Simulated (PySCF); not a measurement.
CH3S (SMILES [CH2-]S), charge -1, singlet, at a GFN2-xTB geometry; CCSD/def2-SV(P) in PySCF.

The PySCF input:
```python
from pyscf import gto, scf, cc

mol = gto.M(
    atom='''
C    -0.18310410    1.16138186    0.01505557
S    -0.04796709   -0.56372168   -0.01148952
H     1.29602576   -1.14309776    0.01927862
H     0.25755768    1.58118756    0.93632275
H     0.31251462    1.61316597   -0.86210237
''',
    basis='def2-sv(p)',
    charge=-1,
    verbose=4,
)

mf = scf.RHF(mol)
mf.kernel()

mycc = cc.CCSD(mf)
mycc.kernel()
print('E(CCSD) = %.10f' % mycc.e_tot)
mf.analyze()
```

Q: What does PySCF print? Leave out banner, timings and long lists.

A: 
```
PySCF version 2.14.0

[INPUT] verbose = 4
[INPUT] num. atoms = 5
[INPUT] num. electrons = 26
[INPUT] charge = -1
[INPUT] spin (= nelec alpha-beta = 2S) = 0
[INPUT] symmetry False subgroup None
[INPUT] Mole.unit = angstrom
[INPUT] Symbol           X                Y                Z      unit          X                Y                Z       unit  Magmom
[INPUT]  1 C     -0.183104100000   1.161381860000   0.015055570000 AA   -0.346016601285   2.194693641438   0.028450903949 Bohr   0.0
[INPUT]  2 S     -0.047967090000  -0.563721680000  -0.011489520000 AA   -0.090644663092  -1.065279585680  -0.021712046103 Bohr   0.0
[INPUT]  3 H      1.296025760000  -1.143097760000   0.019278620000 AA    2.449133736781  -2.160141700004   0.036431311860 Bohr   0.0
[INPUT]  4 H      0.257557680000   1.581187560000   0.936322750000 AA    0.486713476478   2.988011439969   1.769393561700 Bohr   0.0
[INPUT]  5 H      0.312514620000   1.613165970000  -0.862102370000 AA    0.590567041723   3.048441876768  -1.629137370638 Bohr   0.0

nuclear repulsion = 49.8501901182188
number of shells = 20
number of NR pGTOs = 72
number of NR cGTOs = 38
basis = def2-sv(p)
ecp = {}

******** <class 'pyscf.scf.hf.RHF'> ********
method = RHF
initial guess = minao
damping factor = 0
level_shift factor = 0
DIIS = <class 'pyscf.scf.diis.CDIIS'>
diis_start_cycle = 1
diis_space = 8
diis_damp = 0
SCF conv_tol = 1e-09
SCF conv_tol_grad = None
SCF max_cycles = 50
direct_scf = True
direct_scf_tol = 1e-13
Set gradient conv threshold to 3.16228e-05
Initial guess from minao.
init E= -436.823247162522
  HOMO = -0.167875198921828  LUMO = 0.0909514558706981  gap/eV = 7.04303
cycle= 1 E= -436.83998037458  delta_E= -0.0167  |g|= 0.297  |ddm|= 2.21
  HOMO = -0.00657765782556785  LUMO = 0.367884372863331  gap/eV = 10.18963
cycle= 2 E= -436.872173395045  delta_E= -0.0322  |g|= 0.128  |ddm|= 0.681
  HOMO = -0.0546255385742445  LUMO = 0.368886533109993  gap/eV = 11.52435
cycle= 3 E= -436.877192251663  delta_E= -0.00502  |g|= 0.0354  |ddm|= 0.188
  HOMO = -0.0497567599246134  LUMO = 0.371927816401941  gap/eV = 11.47462
cycle= 4 E= -436.877829314451  delta_E= -0.000637  |g|= 0.0103  |ddm|= 0.0748
  HOMO = -0.0519280610608206  LUMO = 0.372879807247083  gap/eV = 11.55961
cycle= 5 E= -436.877904639218  delta_E= -7.53e-05  |g|= 0.00335  |ddm|= 0.038
  HOMO = -0.0518115168039524  LUMO = 0.372665101726995  gap/eV = 11.55060
cycle= 6 E= -436.877916726898  delta_E= -1.21e-05  |g|= 0.00112  |ddm|= 0.0223
  HOMO = -0.0518502123454119  LUMO = 0.372750824336628  gap/eV = 11.55398
cycle= 7 E= -436.877918689206  delta_E= -1.96e-06  |g|= 0.000311  |ddm|= 0.0114
  HOMO = -0.0518837279047122  LUMO = 0.372720519307602  gap/eV = 11.55407
cycle= 8 E= -436.877918826052  delta_E= -1.37e-07  |g|= 7.01e-05  |ddm|= 0.00326
  HOMO = -0.0518786533071762  LUMO = 0.372722239523021  gap/eV = 11.55398
cycle= 9 E= -436.877918831146  delta_E= -5.09e-09  |g|= 1.67e-05  |ddm|= 0.000433
  HOMO = -0.0518795877540676  LUMO = 0.372719214139029  gap/eV = 11.55392
cycle= 10 E= -436.877918831454  delta_E= -3.09e-10  |g|= 5.69e-06  |ddm|= 8.52e-05
  HOMO = -0.0518793014309531  LUMO = 0.372719416695057  gap/eV = 11.55392
Extra cycle  E= -436.877918831486  delta_E= -3.13e-11  |g|= 2.89e-06  |ddm|= 2.03e-05
converged SCF energy = -436.877918831486

******** <class 'pyscf.cc.ccsd.CCSD'> ********
CC2 = 0
CCSD nocc = 13, nmo = 38
max_cycle = 50
direct = 0
conv_tol = 1e-07
conv_tol_normt = 1e-05
diis_space = 6
diis_start_cycle = 0
diis_start_energy_diff = 1e+09
Init t2, MP2 energy = -437.149204499695  E_corr(MP2) -0.271285668209403
Init E_corr(CCSD) = -0.271285668215118
cycle = 1  E_corr(CCSD) = -0.289354773120717  dE = -0.0180691049  norm(t1,t2) = 0.0505509
cycle = 2  E_corr(CCSD) = -0.297386731871946  dE = -0.00803195875  norm(t1,t2) = 0.0174882
cycle = 3  E_corr(CCSD) = -0.299547545386703  dE = -0.00216081351  norm(t1,t2) = 0.00882353
cycle = 4  E_corr(CCSD) = -0.300718301444576  dE = -0.00117075606  norm(t1,t2) = 0.00391446
cycle = 5  E_corr(CCSD) = -0.300598976231379  dE = 0.000119325213  norm(t1,t2) = 0.00193137
cycle = 6  E_corr(CCSD) = -0.30052526323421  dE = 7.37129972e-05  norm(t1,t2) = 0.000560406
cycle = 7  E_corr(CCSD) = -0.300544835265215  dE = -1.9572031e-05  norm(t1,t2) = 0.000217514
cycle = 8  E_corr(CCSD) = -0.300544469442194  dE = 3.65823022e-07  norm(t1,t2) = 5.1896e-05
cycle = 9  E_corr(CCSD) = -0.300543605338358  dE = 8.64103836e-07  norm(t1,t2) = 2.00398e-05
cycle = 10  E_corr(CCSD) = -0.300543408146967  dE = 1.97191391e-07  norm(t1,t2) = 5.58455e-06
cycle = 11  E_corr(CCSD) = -0.300543287909118  dE = 1.20237849e-07  norm(t1,t2) = 2.19159e-06
cycle = 12  E_corr(CCSD) = -0.300543270158049  dE = 1.77510688e-08  norm(t1,t2) = 7.52467e-07
CCSD converged
E(CCSD) = -437.1784621016438  E_corr = -0.3005432701580492
E(CCSD) = -437.1784621016
**** SCF Summaries ****
Total Energy =                        -436.877918831485715
Nuclear Repulsion Energy =              49.850190118218805
One-electron Energy =                 -707.806361420077678
Two-electron Energy =                  221.078252470373172
Two-electron Coulomb Energy =          252.521099065203998
DFT Exchange-Correlation Energy =      -31.442846594830826
HOMO-LUMO gap [eV] =                    11.553919622524024
**** MO energy ****
MO #1   energy= -91.6755377681091  occ= 2
MO #2   energy= -10.9555833349643  occ= 2
MO #3   energy= -8.70779718213291  occ= 2
MO #4   energy= -6.39653303699148  occ= 2
MO #5   energy= -6.39386025080658  occ= 2
MO #6   energy= -6.39252447291167  occ= 2
MO #7   energy= -0.758435713622668 occ= 2
MO #8   energy= -0.550641274345449 occ= 2
MO #9   energy= -0.321745467188594 occ= 2
MO #10  energy= -0.312688316279938 occ= 2
MO #11  energy= -0.195268305628777 occ= 2
MO #12  energy= -0.112432900296425 occ= 2
MO #13  energy= -0.0518793014309531 occ= 2
MO #14  energy= 0.372719416695057  occ= 0
MO #15  energy= 0.410604966451572  occ= 0
MO #16  energy= 0.473358574218292  occ= 0
MO #17  energy= 0.558014674020854  occ= 0
MO #18  energy= 0.755595364106524  occ= 0
MO #19  energy= 0.809611893011482  occ= 0
MO #20  energy= 0.866829602214402  occ= 0
MO #21  energy= 0.904492901257671  occ= 0
 ** Mulliken pop on meta-lowdin orthogonal AOs  **
 ** Mulliken pop  **
pop of  0 C 1s            1.99997
pop of  0 C 2s            1.17202
pop of  0 C 3s            0.00769
pop of  0 C 2px           1.59589
pop of  0 C 2py           0.87571
pop of  0 C 2pz           1.00532
pop of  0 C 3px           0.04279
pop of  0 C 3py           0.00540
pop of  0 C 3pz           0.00232
pop of  0 C 3dxy          0.00177
pop of  0 C 3dyz          0.00099
pop of  0 C 3dz^2         0.00186
pop of  0 C 3dxz          0.00253
pop of  0 C 3dx2-y2       0.00293
pop of  1 S 1s            2.00000
pop of  1 S 2s            1.99998
pop of  1 S 3s            1.68954
pop of  1 S 4s            0.00900
pop of  1 S 2px           1.99997
pop of  1 S 2py           1.99997
pop of  1 S 2pz           2.00000
pop of  1 S 3px           1.18891
pop of  1 S 3py           1.23781
pop of  1 S 3pz           1.97705
pop of  1 S 4px           0.00222
pop of  1 S 4py           0.00556
pop of  1 S 4pz           0.00352
pop of  1 S 3dxy          0.01712
pop of  1 S 3dyz          0.00135
pop of  1 S 3dz^2         0.00612
pop of  1 S 3dxz          0.00038
pop of  1 S 3dx2-y2       0.01180
pop of  2 H 1s            1.12476
pop of  2 H 2s            0.00756
pop of  3 H 1s            0.99553
pop of  3 H 2s            0.00455
pop of  4 H 1s            0.99553
pop of  4 H 2s            0.00455
 ** Mulliken atomic charges  **
charge of    0C =     -0.71719
charge of    1S =     -0.15033
charge of    2H =     -0.13231
charge of    3H =     -0.00008
charge of    4H =     -0.00008

WARN: System has nonzero charge -1; the dipole moment is origin-dependent.
Location of origin: [0. 0. 0.]

Dipole moment(X, Y, Z, Debye):  1.65356, -1.67302,  0.02078
```
